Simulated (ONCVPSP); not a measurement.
**Reading a pseudo-wave (lead)**

Columns: radius, all-electron u(r) and pseudo u(r) of the 6p shell (level -3.42 eV) of lead in the configuration [Xe] 4f14 5d10 6s2 6p2; BLYP, scalar-relativistic, ONCV scheme, ONCVPSP 4.0.1.

```tsv
r (bohr)	all-electron	pseudo
0.128	-0.1111	0.0020
0.255	0.1133	0.0084
0.382	0.1254	0.0200
0.510	-0.0563	0.0371
0.638	-0.2066	0.0592
0.765	-0.2577	0.0855
0.893	-0.2247	0.1167
1.020	-0.1404	0.1528
1.148	-0.0320	0.1944
1.275	0.0799	0.2397
1.402	0.1855	0.2869
1.530	0.2800	0.3346
1.658	0.3605	0.3818
1.785	0.4263	0.4281
1.912	0.4790	0.4730
2.040	0.5201	0.5140
2.168	0.5505	0.5473
2.295	0.5717	0.5708
2.422	0.5852	0.5851
2.550	0.5922	0.5922
2.678	0.5937	0.5937
2.805	0.5908	0.5908
2.932	0.5842	0.5842
3.060	0.5745	0.5745
3.188	0.5625	0.5625
3.315	0.5487	0.5487
```

**Question.** How many radial nodes do the two functions have?

**Answer.** The all-electron 6p function has n − l − 1 = 4 (the table is too coarse to show those close to the nucleus); the pseudo-wave has 0, since the states of the same l below it are removed with the core.

**Question.** At about which radius was the pseudo-wave matched?

**Answer.** 2.55 bohr. The columns agree to 0.0005 from 2.42 bohr on; several derivatives are matched, so the curves merge somewhat inside the radius.

**Question.** Is the pseudo-wave norm-conserving?

**Answer.** Yes: the ONCV scheme keeps the norm inside the radius equal to the all-electron one, which fixes the energy derivative of the logarithmic derivative at the level.
